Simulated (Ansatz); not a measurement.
Basis sets compared for GeMe2H2 (C2H8Ge). The state is a singlet with charge 0. Geometry PBE-D4/def2-SVP. Ansatz on 4 threads of Intel Xeon on a shared host; times are rough, and most runs start from earlier orbitals.

```xyz
11

Ge    0.2274   -0.7382    0.0049
C     0.9679    0.6586   -1.1703
H     1.7633    0.2430   -1.8194
H     1.4014    1.4798   -0.5658
H     0.1722    1.0800   -1.8160
C    -1.1750    0.0140    1.1660
H    -1.5960   -0.7677    1.8281
H    -1.9967    0.4350    0.5534
H    -0.7583    0.8228    1.7983
H     1.3646   -1.3409    0.8816
H    -0.3708   -1.8865   -0.8605
```

Binding counts from free atoms (Ge triplet, C triplet, H doublet) in the same basis, without a counterpoise term.

```json
{"level": "PBE-D4/def2-SVP", "functions": "100", "energy (Eh)": "-2157.2723", "HOMO (eV)": "-7.20", "LUMO (eV)": "0.77", "binding per atom (eV)": "3.56", "wall time": "1.8 s"}
{"level": "PBE0-D4/def2-SVP", "functions": "100", "energy (Eh)": "-2157.3520", "HOMO (eV)": "-8.49", "LUMO (eV)": "1.58", "binding per atom (eV)": "3.55", "wall time": "2.5 s"}
```

Problem. Estimate the rows for PBE-D4/def2-TZVP, PBE0-D4/def2-TZVP.

Solution. 
| level | functions | energy (Eh) | HOMO (eV) | LUMO (eV) | binding per atom (eV) | wall time |
| --- | --- | --- | --- | --- | --- | --- |
| PBE-D4/def2-TZVP | 158 | -2157.6256 | -7.26 | 0.29 | 3.55 | 2.4 s |
| PBE0-D4/def2-TZVP | 158 | -2157.7005 | -8.50 | 1.06 | 3.53 | 4.8 s |
